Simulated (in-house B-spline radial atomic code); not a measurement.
Inner levels of platinum as electrons are removed. A shift is the extra binding of the orbital against the neutral atom ([Xe] 4f14 5d9 6s1). The density at the nucleus is averaged over the nuclear charge. Computed with a radial B-spline atomic code at the basis-set limit: Dirac-Hartree-Fock, average of the configuration, finite nuclei.

```csv
ion,configuration,shift of 3d3/2 (eV),shift of 2p3/2 (eV),shift of 3s1/2 (eV),radius of 3d3/2 (bohr),radius of 2p3/2 (bohr),radius of 3s1/2 (bohr),Σ<r²> (bohr²),change of density at nucleus (bohr⁻³)
Pt39+,[Kr] 4d3,1701.99,1745.17,1697.49,0.16506,0.067485,0.18427,2.5719,2186.1
Pt40+,[Kr] 4d2,1775.69,1825.68,1770.24,0.16482,0.067472,0.18409,2.3763,2547.93
Pt41+,[Kr] 4d1,?,?,?,?,?,?,?,?
Pt42+,[Ar] 3d10 4s2 4p6,1925.82,1990.11,1918.34,0.16433,0.067444,0.18372,2.0005,3296.04
Pt43+,[Ar] 3d10 4s2 4p5,2001.62,2073.46,1992.58,0.16408,0.067432,0.18355,1.8199,3534.94
Pt44+,[Ar] 3d10 4s2 4p4,2078.13,2157.71,2067.49,0.16383,0.067416,0.18338,1.6429,3776.19
Pt45+,[Ar] 3d10 4s2 4p3,?,?,?,?,?,?,?,?
Pt46+,[Ar] 3d10 4s2 4p2,2233.26,2328.88,2219.29,0.16333,0.067385,0.18302,1.2995,4265.55
Pt47+,[Ar] 3d10 4s2 4p1,2311.87,2415.81,2296.18,0.16307,0.067368,0.18284,1.1328,4513.59
Pt48+,[Ar] 3d10 4s2,2391.19,2503.62,2373.73,0.1628,0.067351,0.18266,0.9694,4763.75
Pt49+,[Ar] 3d10 4s1,2472.3,2592.84,2450.91,0.16254,0.067334,0.18268,0.81679,-3636.02
Pt50+,[Ar] 3d10,2554.05,2682.87,2528.66,0.16227,0.067316,0.18254,0.66688,-12235.2
Pt51+,[Ar] 3d9,2693.13,2851.59,2656.39,0.16109,0.067255,0.18174,0.62759,-11401.7
Pt52+,[Ar] 3d8,2833.79,3022.42,2785.33,0.15993,0.067193,0.18093,0.58943,-10551.3
Pt53+,[Ar] 3d7,?,?,?,?,?,?,?,?
Pt54+,[Ar] 3d6,3119.85,3370.42,3046.8,0.15765,0.067063,0.17934,0.5163,-8799.88
Pt55+,[Ar] 3d5,3265.24,3547.57,3179.34,0.15654,0.066995,0.17855,0.48127,-7898.79
Pt56+,[Ar] 3d4,3412.2,3726.82,3313.07,0.15545,0.066926,0.17776,0.44721,-6980.7
Pt57+,[Ar] 3d3,3560.74,3908.17,3447.99,0.15437,0.066855,0.17697,0.41408,-6045.53
```

**Question.** Fill in the row of Pt41+.

**Answer.** shift of 3d3/2 (eV): 1850.3; shift of 2p3/2 (eV): 1907.33; shift of 3s1/2 (eV): 1843.86; radius of 3d3/2 (bohr): 0.16458; radius of 2p3/2 (bohr): 0.067458; radius of 3s1/2 (bohr): 0.1839; Σ<r²> (bohr²): 2.1859; change of density at nucleus (bohr⁻³): 2917.9.

**Question.** Fill in the row of Pt45+.

**Answer.** shift of 3d3/2 (eV): 2155.34; shift of 2p3/2 (eV): 2242.85; shift of 3s1/2 (eV): 2143.06; radius of 3d3/2 (bohr): 0.16358; radius of 2p3/2 (bohr): 0.067401; radius of 3s1/2 (bohr): 0.1832; Σ<r²> (bohr²): 1.4695; change of density at nucleus (bohr⁻³): 4019.76.

**Question.** Fill in the row of Pt53+.

**Answer.** shift of 3d3/2 (eV): 2976.03; shift of 2p3/2 (eV): 3195.37; shift of 3s1/2 (eV): 2915.46; radius of 3d3/2 (bohr): 0.15878; radius of 2p3/2 (bohr): 0.067129; radius of 3s1/2 (bohr): 0.18013; Σ<r²> (bohr²): 0.55234; change of density at nucleus (bohr⁻³): -9684.02.
